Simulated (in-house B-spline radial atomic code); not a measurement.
A fraction x of an electron is removed from 4d in Mo, starting from [Kr] 4d5 5s1 and keeping the highest spin. All numbers are computed (scalar-relativistic (X2C) HSE06, spin-polarised, spherical fractional occupations; Fermi nucleus of rms radius 4.4091 fm) with an all-electron radial atomic-structure program (B-spline basis), not measured.

Caution: exact exchange at fractional occupations of open shells leaves self-interaction of up to several eV.

```json
{"x": "0", "E(x) - E(0) (eV)": "0.0000", "4d up level (eV)": "-5.454"}
{"x": "0.02", "E(x) - E(0) (eV)": "0.1107", "4d up level (eV)": "-5.616"}
{"x": "0.13", "E(x) - E(0) (eV)": "?", "4d up level (eV)": "?"}
{"x": "0.32", "E(x) - E(0) (eV)": "2.1716", "4d up level (eV)": "-8.154"}
{"x": "0.46", "E(x) - E(0) (eV)": "3.3999", "4d up level (eV)": "-9.399"}
{"x": "0.5", "E(x) - E(0) (eV)": "3.7831", "4d up level (eV)": "-9.762"}
{"x": "0.61", "E(x) - E(0) (eV)": "4.9123", "4d up level (eV)": "-10.773"}
{"x": "0.72", "E(x) - E(0) (eV)": "6.1540", "4d up level (eV)": "-11.806"}
{"x": "0.81", "E(x) - E(0) (eV)": "7.2552", "4d up level (eV)": "-12.666"}
{"x": "0.9", "E(x) - E(0) (eV)": "?", "4d up level (eV)": "?"}
{"x": "1", "E(x) - E(0) (eV)": "9.8374", "4d up level (eV)": "-14.524"}
```

Task: What belongs in the row x = 0.13?

Result: An energy change of 0.7782 eV; 4d up at -6.525 eV.

Task: What belongs in the row x = 0.9?

Result: An energy change of 8.4343 eV; 4d up at -13.539 eV.

Task: Check Janak's theorem between x = 0.32 and 0.46.

Result: The slope of the energy is 8.77 eV; the orbital levels give 8.78 eV (-ε of the emptying orbital, averaged over the two points).
